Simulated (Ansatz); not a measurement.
Saddle point of Si$_{2}$NH$_{9}$O, singlet (SiNH₅O ([NH2][SiH2][OH]) + SiH₄ → Si₂NH₇ ([NH2][SiH2][SiH3]) + H₂O; bonds formed: Si1–Si7, O2–H6; bonds broken: Si1–O2, H6–Si7), PBE0-D4/def2-TZVP structure:

```tsv
atom	x (Å)	y (Å)	z (Å)
Si1	0.0148	-0.7894	-0.0600
O2	-1.3584	0.1005	0.8434
H3	-0.7442	-1.2356	-1.2469
H4	1.4635	-0.5932	-0.3536
N5	0.1755	-1.9292	1.2275
H6	-0.9604	0.9493	0.2756
Si7	0.3275	1.7742	-1.0742
H8	-1.1584	0.1946	1.7868
H9	-0.6063	-2.4356	1.6113
H10	1.0218	-2.4720	1.2765
H11	1.5803	2.3224	-0.4649
H12	0.7412	1.1439	-2.3672
H13	-0.4973	2.9700	-1.4541
```

Energies are electronic, without zero-point energy. Barriers and step energies count from the start structure reached by relaxing down the imaginary mode; all methods use the PBE0-D4 structures, on which another method's saddle can fall below an end. Program: Ansatz 0.2.0. Basis: def2-TZVPP, with def2-QZVPP for the basis limit. Cores are frozen in the correlated methods. B3LYP uses VWN-RPA correlation. Extrapolation: Hartree–Fock as exp(−7.88 √X), correlation as X^−2.97.

| method | barrier (kJ/mol) | step energy (kJ/mol) |
| --- | --- | --- |
| SPW92 | 177.8 | 64.0 |
| PBE-D4 | ? | 67.6 |
| BLYP-D4 | 243.7 | 85.8 |
| r2SCAN-D4 | 237.8 | 87.5 |
| B97M-V | ? | 90.4 |
| PBE0-D4 | 232.7 | 75.8 |
| B3LYP-D4 | 260.0 | 91.6 |
| r2SCAN0-D4 | 251.2 | 90.8 |
| BHLYP-D4 | ? | 101.6 |
| CAM-B3LYP-D4 | 270.9 | 99.3 |
| wB97X-V | 264.9 | 92.2 |
| wB97M-V | 257.5 | 97.0 |
| B2PLYP | 271.7 | 100.3 |
| PBE-QIDH | 257.0 | 90.0 |
| RPA on PBE | 268.4 | 96.4 |
| HF | 354.3 | 128.5 |
| MP2 | 268.3 | 99.9 |
| CCSD | 281.9 | 99.0 |
| CCSD(T) | 267.4 | 94.2 |

**Question.** Fill in the withheld barriers. (Judge from chemistry; the value comes from the calculation.)

**Answer.** The calculation gives: BHLYP-D4 287.3; B97M-V 252.4; PBE-D4 209.7 kJ/mol. Each is the energy of the saddle less that of the start structure, by the same method.

For comparison, the barrier by CCSD(T) at an estimated basis limit (MP2 extrapolated from triple and quadruple zeta, plus CCSD(T) − MP2 in triple zeta) is 266.8 kJ/mol.

No T1 diagnostic of these runs exceeds 0.013.

Labels in which every atom is bracketed show which atoms are joined, not bond orders.

For scale, one of the runs: CCSD(T)/def2-TZVPP, 272 basis functions, launched by `ansatz run in.yaml --threads 8 --pin off --events-out ev --progress --plain --max-ram 19148MiB`. The run took 65 s on 8 CPU threads of an Intel Xeon Platinum 8259CL (shared host), with 6.9 GiB of host memory at its peak.
